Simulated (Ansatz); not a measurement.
Mulliken charges of CH$_{5}$GeS, SMILES `[CH3][GeH2][S]` radical from PBE/def2-TZVPP in Ansatz (PBE0-D4/def2-TZVP geometry).

```
atom   x (Å)   y (Å)   z (Å)  charge (e)
  C1  -0.581   0.822  -0.368      -0.353
 Ge2   0.411  -0.763   0.180       0.278
  S3   1.701  -0.354   1.935      -0.262
  H4   0.113   1.632  -0.591       0.117
  H5  -1.248   1.140   0.434       0.113
  H6  -1.176   0.603  -1.256       0.112
  H7   1.409  -1.210  -0.907       0.002
  H8  -0.537  -1.928   0.519      -0.006
```

Q: By hand: the dipole of these point charges (1 e Å = 4.8032 D).

A: Σ q r = (-0.380, -0.013, -0.493) e Å, of length 0.623 e Å = 2.99 D.

Q: How does the dipole of the full density compare? (An estimate is asked.)

A: Computed: (-0.268, 0.071, -0.306) e Å, 1.98 D; the point charges give 1.51 times that, at 12° from its direction.

Point charges leave out the atoms' own dipoles, such as those of lone pairs, and Mulliken's split depends on the basis, so the two needn't agree.
